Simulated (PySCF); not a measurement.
# Basis and Hamiltonian dependence of the excitation energy of Ne⁺

Ne⁺ [He] 2s2 2p5 (2P) → Ne⁺ [He] 2s2 2p4 3s1 (4P). Calculated with PySCF 2.14 from differences of total energies of unrestricted determinants, without spin-orbit coupling. Values in eV.

```tsv
basis	Hamiltonian	functions	UHF	LDA	PBE0	MP2 (valence)	CCSD(T) (valence)	CCSD(T) (valence and next inner shell)
aug-cc-pwCVDZ	non-relativistic	27	26.217	27.713	27.402	27.176	27.083	27.102
ANO-RCC-VTZP	spin-free X2C	30	39.091	39.770	39.631	39.923	39.703	39.725
dyall-av3z	non-relativistic	71	25.919	27.483	27.156	27.163	27.076	n/a
aug-cc-pwCVQZ	non-relativistic	109	25.957	27.508	27.185	27.303	n/a	n/a
```

**Question.** Estimate the row for def2-TZVPPD (non-relativistic, 40 functions).

**Answer.** From the rows with the same Hamiltonian and similar size; the calculation gives UHF 26.04; LDA 27.54; PBE0 27.24; MP2 (valence) 27.23; CCSD(T) (valence) 27.13; CCSD(T) (valence and next inner shell) 27.14 (eV).

Frozen in the all-electron rows: valence: 1s2; valence and next inner shell: nothing.

Reference for a calculation without spin-orbit coupling: 27.175 eV (measured, between term centres; NIST).
